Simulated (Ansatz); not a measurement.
Isolated molecules relaxed with PBE0-D4/def2-TZVP in Ansatz; ΔE leaves out vibrations. CBS: MP2 limit from def2 TZ/QZ plus the TZ coupled-cluster correction, frozen cores. Functionals use def2-TZVPP. Elements past krypton have def2 core potentials. For Sn outer-core shells are correlated without core-valence functions, which leaves a few kJ/mol of doubt a bond. Each species was taken in one conformer, which may not be the lowest.

`[F][Sn][Cl]` + `O[SiH2][AlH2]` → `[OH][Sn][Cl]` + `F[SiH2][AlH2]`  (redistribution)

| level | ΔE (kJ/mol) | difference from CCSD(T)/CBS |
| --- | --- | --- |
| LDA (SPW92) | -0.1 | 3.3 |
| revPBE-D4 | 2.5 | 5.9 |
| ωB97X-V | 2.5 | 5.9 |
| ωB97M-V | 1.6 | 5.0 |
| BLYP | 0.9 | 4.3 |
| r2SCAN0 | 0.3 | 3.7 |
| CAM-B3LYP | 2.1 | 5.5 |
| HF/def2-SVP | 9.9 | 13.3 |
| HF/def2-TZVPP | 1.2 | 4.6 |
| SCS-MP2/def2-TZVPP | -4.7 | -1.3 |
| CCSD(T)/CBS | -3.4 | 0 |

Largest T1 diagnostic among the species: 0.017.

Leaving LDA and LC-ωPBE aside and taking each functional with its dispersion term where it has one, the values, not all of them listed here, spread over 5.4 kJ/mol, from B2PLYP to B97M-V. At CCSD(T), def2-SVP lies +6.8 kJ/mol from the extrapolated value and def2-TZVPP −1.1 kJ/mol. In def2-TZVPP, CCSD(T) changes the Hartree–Fock value by −5.7 kJ/mol (the triples alone add −0.9 kJ/mol) and MP2 by −6.8 kJ/mol.
